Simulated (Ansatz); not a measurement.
# Nudged elastic band run: AlFH5NO2

Input:

```yaml
crystal:
  periodic: [false, false, false]
  atoms:
    - { symbol: Al, position_ang: [-0.070881, -0.051988, 0.133701] }
    - { symbol: F, position_ang: [-0.031026, -0.962528, 1.544225] }
    - { symbol: "N", position_ang: [1.559241, 0.343802, -0.588684] }
    - { symbol: H, position_ang: [2.378465, -0.183848, -0.300227] }
    - { symbol: H, position_ang: [1.639452, 0.499613, -1.589792] }
    - { symbol: O, position_ang: [-1.392404, -0.130116, -0.932293] }
    - { symbol: H, position_ang: [-2.293592, -0.355676, -0.707309] }
    - { symbol: O, position_ang: [0.041602, 1.727661, 0.990417] }
    - { symbol: H, position_ang: [0.941696, 1.764951, 0.555063] }
    - { symbol: H, position_ang: [0.182348, 1.666228, 1.944696] }
basis:
  gaussian: { orbitals: def2-SVP }
hamiltonian:
  xc: r2scanh
neb:
  order_check: false
  images: 5
  f_tol: 0.03
  max_iterations: 60
  spring: 0.5
  final_atoms:
    - { symbol: Al, position_ang: [-0.07593798, -0.04882391, 0.13502769] }
    - { symbol: F, position_ang: [-0.04052984, -0.97894712, 1.53161488] }
    - { symbol: "N", position_ang: [1.55728645, 0.34899437, -0.58491558] }
    - { symbol: H, position_ang: [1.63909754, 0.5070534, -1.58565231] }
    - { symbol: H, position_ang: [2.37368983, -0.1841817, -0.29815286] }
    - { symbol: O, position_ang: [-1.39921242, -0.11348344, -0.93054712] }
    - { symbol: H, position_ang: [-2.29014974, -0.38152345, -0.70982055] }
    - { symbol: O, position_ang: [0.05137526, 1.72846486, 0.99176098] }
    - { symbol: H, position_ang: [0.95303922, 1.74661614, 0.55245812] }
    - { symbol: H, position_ang: [0.18624268, 1.69392984, 1.94802374] }
  initial_path:
    images:
      - { positions_ang: [[-0.070881, -0.051988, 0.133701], [-0.031026, -0.962528, 1.544225], [1.559241, 0.343802, -0.588684], [2.378465, -0.183848, -0.300227], [1.639452, 0.499613, -1.589792], [-1.392404, -0.130116, -0.932293], [-2.293592, -0.355676, -0.707309], [0.041602, 1.727661, 0.990417], [0.941696, 1.764951, 0.555063], [0.182348, 1.666228, 1.944696]] }
      - { positions_ang: [[-0.04819796, -0.03330653, 0.08637666], [-0.02674731, -0.64988957, 1.70663957], [1.59515707, 0.23031875, -0.71106639], [2.29488164, -0.42752155, -0.60585134], [1.80236629, 0.64013664, -1.46575919], [-1.44078036, -0.07683575, -0.92472192], [-2.21436464, -0.50893044, -0.71048445], [0.06175148, 1.80693281, 0.88563444], [0.79245765, 1.83574535, 0.90564363], [0.13837713, 1.50144929, 1.883386]] }
      - { positions_ang: [[-0.02551492, -0.01462507, 0.03905232], [-0.02246862, -0.33725113, 1.86905413], [1.63107313, 0.11683549, -0.83344879], [2.21129829, -0.6711951, -0.91147569], [1.96528059, 0.78066029, -1.34172638], [-1.48915671, -0.02355551, -0.91715085], [-2.13513727, -0.66218487, -0.7136599], [0.08190096, 1.88620462, 0.78085189], [0.64321931, 1.9065397, 1.25622427], [0.09440625, 1.33667058, 1.82207599]] }
      - { positions_ang: [[-0.00283188, 0.0040564, -0.00827202], [-0.01818993, -0.0246127, 2.0314687], [1.6669892, 0.00335224, -0.95583118], [2.12771493, -0.91486865, -1.21710003], [2.12819488, 0.92118393, -1.21769357], [-1.53753307, 0.02972474, -0.90957977], [-2.05590991, -0.81543931, -0.71683535], [0.10205044, 1.96547643, 0.67606933], [0.49398096, 1.97733405, 1.6068049], [0.05043538, 1.17189187, 1.76076599]] }
      - { positions_ang: [[-0.02720058, -0.01357037, 0.03949455], [-0.02563657, -0.34272417, 1.86485076], [1.63042161, 0.11856628, -0.83219265], [1.96484247, -0.44089463, -1.33995079], [2.21002653, 0.55272872, -0.91118], [-1.49142619, -0.01801132, -0.91656889], [-2.13398985, -0.67080069, -0.71449708], [0.08515871, 1.88647257, 0.78129988], [0.64700038, 1.90042808, 1.25535597], [0.09570448, 1.34590452, 1.82318524]] }
      - { positions_ang: [[-0.05156928, -0.03119714, 0.08726112], [-0.0330832, -0.66083565, 1.69823282], [1.59385403, 0.23378033, -0.70855412], [1.80197001, 0.03307939, -1.46280155], [2.29185818, 0.18427351, -0.60466643], [-1.44531931, -0.06574738, -0.923558], [-2.2120698, -0.52616207, -0.71215882], [0.06826699, 1.80746872, 0.88653043], [0.8000198, 1.82352211, 0.90390705], [0.14097358, 1.51991718, 1.88560449]] }
      - { positions_ang: [[-0.07593798, -0.04882391, 0.13502769], [-0.04052984, -0.97894712, 1.53161488], [1.55728645, 0.34899437, -0.58491558], [1.63909754, 0.5070534, -1.58565231], [2.37368983, -0.1841817, -0.29815286], [-1.39921242, -0.11348344, -0.93054712], [-2.29014974, -0.38152345, -0.70982055], [0.05137526, 1.72846486, 0.99176098], [0.95303922, 1.74661614, 0.55245812], [0.18624268, 1.69392984, 1.94802374]] }
```

Launched with:

```bash
$ ansatz run input.yaml --threads 4 --pin off --max-ram 5120MiB --backend cpu --events-out ev --progress --plain --runs-dir out
```

Output, in part (warnings, iteration lines, the closing report on the highest movable image, with atoms numbered from 0):

```
NEB end point (image 0): max|allowed force component| = 1.247e-2 eV/Å (the criterion of neb.relax_end_points is 1.000e-2)
NEB end point (image 6): max|allowed force component| = 1.736e-2 eV/Å (the criterion of neb.relax_end_points is 1.000e-2)
NEB iter   1: max|band force component| = 4.341e1 eV/Å  barrier→ = 11.0762 eV  barrier← = 11.0758 eV  Δτ_max = 0.2000 Å  (177 SCF iters)
NEB iter   2: max|band force component| = 6.600e0 eV/Å  barrier→ = 3.2919 eV  barrier← = 3.2915 eV  Δτ_max = 0.2000 Å  (144 SCF iters)
NEB iter   3: max|band force component| = 3.550e0 eV/Å  barrier→ = 1.3984 eV  barrier← = 1.3981 eV  Δτ_max = 0.2000 Å  (137 SCF iters)
NEB iter   4: max|band force component| = 1.849e0 eV/Å  barrier→ = 0.9502 eV  barrier← = 0.9498 eV  Δτ_max = 0.1963 Å  (136 SCF iters)
NEB iter   5: max|band force component| = 1.041e0 eV/Å  barrier→ = 0.7704 eV  barrier← = 0.7700 eV  Δτ_max = 0.1162 Å  (127 SCF iters)
NEB iter   6: max|band force component| = 1.037e0 eV/Å  barrier→ = 0.6976 eV  barrier← = 0.6973 eV  Δτ_max = 0.1627 Å  (126 SCF iters)
NEB iter   7: max|band force component| = 1.112e0 eV/Å  barrier→ = 0.6043 eV  barrier← = 0.6040 eV  Δτ_max = 0.0820 Å  (121 SCF iters)
NEB iter   8: max|band force component| = 1.083e0 eV/Å  barrier→ = 0.5208 eV  barrier← = 0.5205 eV  Δτ_max = 0.0771 Å  (119 SCF iters)
NEB iter   9: max|band force component| = 5.527e-1 eV/Å  barrier→ = 0.3953 eV  barrier← = 0.3949 eV  Δτ_max = 0.1071 Å  (117 SCF iters)
NEB iter  10: max|band force component| = 3.748e-1 eV/Å  barrier→ = 0.3133 eV  barrier← = 0.3129 eV  CI = image 3  Δτ_max = 0.1305 Å  (121 SCF iters)
NEB iter  11: max|band force component| = 1.864e-1 eV/Å  barrier→ = 0.2682 eV  barrier← = 0.2679 eV  CI = image 3  Δτ_max = 0.1166 Å  (122 SCF iters)
NEB iter  12: max|band force component| = 4.626e-1 eV/Å  barrier→ = 0.2684 eV  barrier← = 0.2680 eV  CI = image 3  Δτ_max = 0.0540 Å  (118 SCF iters)
NEB iter  13: max|band force component| = 9.367e-2 eV/Å  barrier→ = 0.2509 eV  barrier← = 0.2506 eV  CI = image 3  Δτ_max = 0.0145 Å  (120 SCF iters)
NEB iter  14: max|band force component| = 5.631e-2 eV/Å  barrier→ = 0.2493 eV  barrier← = 0.2490 eV  CI = image 3  Δτ_max = 0.0304 Å  (116 SCF iters)
NEB iter  15: max|band force component| = 2.870e-2 eV/Å  barrier→ = 0.2484 eV  barrier← = 0.2480 eV  CI = image 3  Δτ_max = 0.0000 Å  (244 SCF iters)
Total energy: -14970.79533459 eV, -550.1665809768 hartree
Atom 0 at     0.033812    -0.023186     0.067236 Å, force     0.014036     0.008135     0.003498 eV/Å
Atom 1 at    -0.135387    -0.674601     1.628465 Å, force    -0.002854    -0.007572    -0.008225 eV/Å
Atom 2 at     1.649771     0.040527    -0.690664 Å, force     0.015757     0.011839    -0.023361 eV/Å
Atom 3 at     1.962905    -0.672685    -1.339572 Å, force    -0.015590     0.003775     0.011747 eV/Å
Atom 4 at     2.196397     0.874238    -0.868160 Å, force    -0.007562    -0.019515     0.011015 eV/Å
Atom 5 at    -1.357702    -0.211507    -0.908699 Å, force     0.028763    -0.002387     0.011593 eV/Å
Atom 6 at    -2.185141    -0.535064    -0.552505 Å, force    -0.028025    -0.006706    -0.002974 eV/Å
Atom 7 at     0.010158     1.751469     0.965921 Å, force    -0.026055     0.005042     0.001158 eV/Å
Atom 8 at     0.776073     2.328496     0.860182 Å, force     0.010167     0.007874     0.008470 eV/Å
Atom 9 at     0.004014     1.440413     1.887592 Å, force     0.011364    -0.000485    -0.012921 eV/Å
Dipole moment:     0.283679     0.748759     0.285246 e Å
```

The run converged. Another band between the same ends (5 images) ends at a top of the same energy, where a vibrational analysis finds 1 clearly imaginary mode.

Final band:

```csv
image,path coordinate (Å),energy (kJ/mol)
0,0.00,0.0
1,0.68,5.3
2,1.35,17.2
3,2.03,24.0
4,2.77,15.1
5,3.52,4.4
6,4.26,0.0
```

The run took 2.4 min on 4 threads of Arm Neoverse V2 (shared host), peak memory 0.23 GiB.
